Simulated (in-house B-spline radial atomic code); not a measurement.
The numbers below are computed, except where a source is named.
## Stopping and range of 20 keV Br in Si

The pair potential comes from two frozen, spherical free-atom densities (PBE, B-spline radial code, scalar-relativistic past argon): electrostatics plus the change in Thomas-Fermi kinetic and Dirac exchange energy where they overlap, the recipe behind the universal ZBL potential, which averages such potentials (from solid-state densities) over many pairs. It is written V = (Z1 Z2 e²/r) φ(r/a), with e² = 14.3996 eV·Å and a = 0.46850 Å/(Z1^0.23 + Z2^0.23); ZBL's fit is φ = 0.18175 e^(−3.1998x) + 0.50986 e^(−0.94229x) + 0.28022 e^(−0.4029x) + 0.02817 e^(−0.20162x). Where φ falls below 4e-4 it is continued as an exponential.

The target is taken as amorphous, with density 2.329 g/cm³ (NSM archive of the Ioffe Institute); channelling is ignored. Masses: Br 79.9, Si 28.09 u. Nuclear stopping is S_n = 4π a Z1 Z2 e² M1/(M1 + M2) × s_n(ε), with s_n integrated over impact parameters for each pair. Electronic stopping is Lindhard and Scharff's S_e = Z1^(1/6) 8π e² a0 Z1 Z2/(Z1^(2/3) + Z2^(2/3))^(3/2) × v/v0, with a0 = 0.529177 Å and v = v0 at 24.801 keV/u; it misses the oscillations with Z1 seen in experiment, which reach tens of per cent. Compounds add by atom fraction.

```
target atom    a (Å)  ε at this energy  s_n, this pair  s_n, ZBL potential
         Si  0.11426           0.08425          0.3195              0.3079
```

Problem. What are the atom density and the stopping powers at entry?

Solution. N = 2.329 × 0.602214/28.09 = 0.04993 atoms/Å³. For Si: S_n = 7496 × 0.3195 = 2395 eV·Å², S_e = 1.7974 × √20000 = 254.2 eV·Å². Averaged over the target's atoms and times N × 10 Å/nm, the ion loses N S_n = 1200 eV/nm to recoils and N S_e = 127 eV/nm to electrons; the nuclear share is 90 %.

Along the track:

```csv
E (keV),N S_n (eV/nm),N S_e (eV/nm)
1,434,28.4
3,678,49.2
6,870,69.5
10,1020,89.7
15,1130,110
20,1200,127
```

Problem. Estimate the path length and the projected range.

Solution. With continuous slowing down the path is the integral of dE/(N (S_n + S_e)). Trapezoids over the table give 19.3 nm, and the stretch below the first row, with stopping taken as √E, adds 2E/(N S) = 4.3 nm: 23.7 nm in all, against 23.1 nm on a fine grid from 5 eV. Deflections shorten the depth: to first order in the energy passed on, N (S_n + S_e) dR_p/dE = 1 − N S_n (M2/M1) R_p/(2E), summed over the target's atoms, and integrating this on the fine grid gives R_p = 18.1 nm, 0.78 of the path. Lindhard's rule of thumb R/(1 + M2/3M1), with mean M2/M1 = 0.35, gives 20.7 nm. On the ZBL potential the same equation gives 18.6 nm, and the full integral equation, which keeps hard collisions, 19 nm.
